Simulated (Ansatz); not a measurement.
Relaxation of ClF₃HOTa (7 atoms, charge 0, multiplicity 1), to a largest force component of 0.02 eV/Å in at most 40 steps.

These are results of Ansatz, RKS BLYP/def2-SVP, not measurements.

```xyz
7
Properties=species:S:1:pos:R:3
Ta 0.000 0.000 0.000
F 1.930 0.000 0.000
F 0.000 0.000 1.930
F 0.000 0.000 -1.930
Cl -1.235 2.139 0.000
O -1.010 -1.749 0.000
H -1.656 -1.766 0.776
```

**Question.** Where does it end, and by what steps?

**Answer.** The run converged. After 6 steps the energy has fallen by 0.438 eV; O6 moved furthest, 0.29 Å.

```csv
step,energy less start (eV),largest force component (eV/Å),accepted
0,0.0000,2.263,yes
1,-0.2145,2.060,yes
2,-0.3854,1.517,yes
3,-0.4337,0.359,yes
4,-0.4357,0.305,yes
5,-0.4381,0.063,yes
6,-0.4384,0.012,yes
```

```xyz
7
Properties=species:S:1:pos:R:3
Ta -0.057 0.062 -0.016
F 1.831 -0.017 0.038
F -0.030 -0.021 1.901
F 0.036 -0.059 -1.915
Cl -1.155 2.113 -0.031
O -1.159 -1.497 -0.010
H -1.437 -1.957 0.808
```

Whether the end is a true minimum wasn't checked by a vibrational analysis.

Run time: 11 s on 2 threads of Intel(R) Xeon(R) 6975P-C (Granite Rapids) (shared host), peak memory 0.18 GiB.
